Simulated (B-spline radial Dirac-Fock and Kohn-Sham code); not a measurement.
# Satellites and hypersatellites of the K lines of Tc⁶⁺

System: the Tc⁶⁺ ion, configuration [Kr] 4d1, inside a Watson sphere of charge -6 and radius 1.6 Å (a model of the Madelung potential; inside it an electron's potential energy is raised by 54.0 eV).

These are calculated numbers from a radial atomic solver; the model is multi-electron Dirac-Fock with separately optimised hole states, Breit and Lamb-shift corrections added in first order. Each two-hole energy is an average over J within one jj subconfiguration, not an observable level; in light atoms, where LS coupling holds, the j-resolved values are not observed lines, and for a K spectator the Kα1 hypersatellite is nearly forbidden. Correlation and solid-state effects are left out.

Lines without a spectator: Kα2 (K-L2) 18248.3 eV, Kα1 (K-L3) 18364.7 eV, Kβ3 (K-M2) 20595.4 eV, Kβ1 (K-M3) 20615.5 eV. Shifts in eV with one spectator hole (a dash: not computed, or left out as unreliable):

| spectator hole | Kα2 | Kα1 | Kβ3 | Kβ1 |
| --- | --- | --- | --- | --- |
| L2 (2p1/2) | +50.7 | +63.2 | – | +137.2 |
| L3 (2p3/2) | +52.2 | +51.5 | +125.2 | – |
| M2 (3p1/2) | – | +6.40 | +15.55 | +19.02 |
| M3 (3p3/2) | +5.03 | – | +16.77 | +16.20 |
| M4 (3d3/2) | +0.44 | -1.66 | – | – |
| M5 (3d5/2) | -1.97 | -0.50 | – | – |

Question: Where does the K-L3 hypersatellite lie, emitted when both K electrons are missing?

Answer: +491.3 eV from the normal line, at 18856.1 eV. Removing both K electrons costs 42859.4 eV, which is 671.3 eV more than twice the K binding energy.

With n spectator holes in 2p, averaged over the 2p shell (energies in eV):

```csv
n,KαLⁿ,step,hypersatellite KαʰLⁿ
0,18325.9,–,18813.5
1,18380.7,+54.8,18869.7
2,18436.7,+56.0,18927.1
3,18493.9,+57.2,18985.7
4,18552.4,+58.5,19045.6
5,18612.1,+59.7,19106.7
```
